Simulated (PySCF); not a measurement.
F₂GaHSe.

```xyz
5

Ga     0.0023    -0.7597     0.0000
F      1.4585    -1.7247     0.0000
F     -1.4899    -1.6714     0.0000
Se     0.0483     1.5452     0.0000
H     -1.4290     1.5783     0.0000
```

The structure is a stationary point at B3LYP-D3(BJ)/def2-SVP. The values are those of a single conformer.

Computed with PySCF with PBE0/pcSseg-1. Non-relativistic, no solvent.

Q: Give the absolute GIAO shielding of each atom: isotropic value and principal components (ppm). (The exact figures need the calculation; the answer reports its results.)

A: 
| atom | σ(iso) | σ11 | σ22 | σ33 | span |
|---|---|---|---|---|---|
| Ga1 | 1503.7 | 1275.3 | 1445.9 | 1790.0 | 514.7 |
| F2 | 310.8 | 185.2 | 322.7 | 424.4 | 239.2 |
| F3 | 304.1 | 188.3 | 298.9 | 425.2 | 236.9 |
| Se4 | 2213.0 | 2031.6 | 2144.1 | 2463.2 | 431.7 |
| H5 | 30.1 | 19.7 | 25.2 | 45.5 | 25.8 |
